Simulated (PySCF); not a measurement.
Species: C2H6B2Cl2O2.
Structure used (PBE0-D3(BJ)/def2-SVP), in Å, numbered top down from 1:
```xyz
14
C2H6B2Cl2O2 angstrom
C     -1.7418   -1.1045    0.1284
O     -0.3735   -0.8087    0.0757
B      0.1274    0.4484   -0.0547
O      1.4698    0.6149   -0.1170
C      2.3706   -0.4632   -0.0222
B     -0.8143    1.8817   -0.1363
Cl    -1.6936    2.4769    1.2665
Cl    -0.9201    2.8234   -1.6107
H     -2.3622   -0.2020    0.2596
H     -2.0553   -1.6151   -0.7961
H     -1.9357   -1.7786    0.9768
H      2.6639   -0.6263    1.0278
H      3.2726   -0.2126   -0.5988
H      1.9352   -1.3966   -0.4095
```

Level: CAM-B3LYP/def2-SVPD in PySCF, non-relativistic, on one gas-phase PBE0-D3(BJ)/def2-SVP geometry that isn't relaxed in the solvent. The solvent is an IEF-PCM continuum (Bondi radii, 1.10 Å for H, scaled by 1.2), and excitations are vertical TDDFT with non-equilibrium linear response and a frozen core. The model holds no explicit solvent molecules, cavitation or dispersion.

Gas-phase singlets (H = HOMO, L = LUMO):

| state | E (eV) | λ (nm) | f | leading configurations |
| --- | --- | --- | --- | --- |
| S1 | 5.043 | 246 | 0.005 | H→L 94% |
| S2 | 5.855 | 212 | 0.001 | H-2→L 94% |
| S3 | 6.385 | 194 | 0.016 | H-1→L 93% |
| S4 | 6.806 | 182 | 0.073 | H-3→L 82% |
| S5 | 7.194 | 172 | 0.022 | H-4→L 63%, H-6→L 13% |

Give the list for acetone (ε = 20.49), n² = 1.85.

```csv
state,E (eV),λ (nm),f,leading configurations,change by rank (eV)
S1,5.055,245,0.006,H→L 91%,+0.012
S2,5.941,209,0.001,H-2→L 92%,+0.086
S3,6.266,198,0.017,H-1→L 91%,-0.119
S4,6.815,182,0.098,H-3→L 81%,+0.009
S5,7.153,173,0.034,"H-4→L 61%, H-6→L 20%",-0.041
```

How do the frontier levels move from gas to acetone?

| orbital | gas (eV) | solvent (eV) | change (eV) |
| --- | --- | --- | --- |
| LUMO+2 | 1.27 | 1.30 | +0.03 |
| LUMO+1 | 0.79 | 0.81 | +0.02 |
| LUMO | -0.60 | -0.62 | -0.02 |
| HOMO | -9.58 | -9.60 | -0.02 |
| HOMO-1 | -9.97 | -9.86 | +0.11 |
| HOMO-2 | -10.45 | -10.55 | -0.10 |
| HOMO-3 | -10.84 | -10.91 | -0.07 |

The HOMO–LUMO gap goes from 8.98 to 8.98 eV. Rows go by rank; for LUMO+2 the atom shares or the degeneracy differ between the runs, so the row needn't follow one orbital.
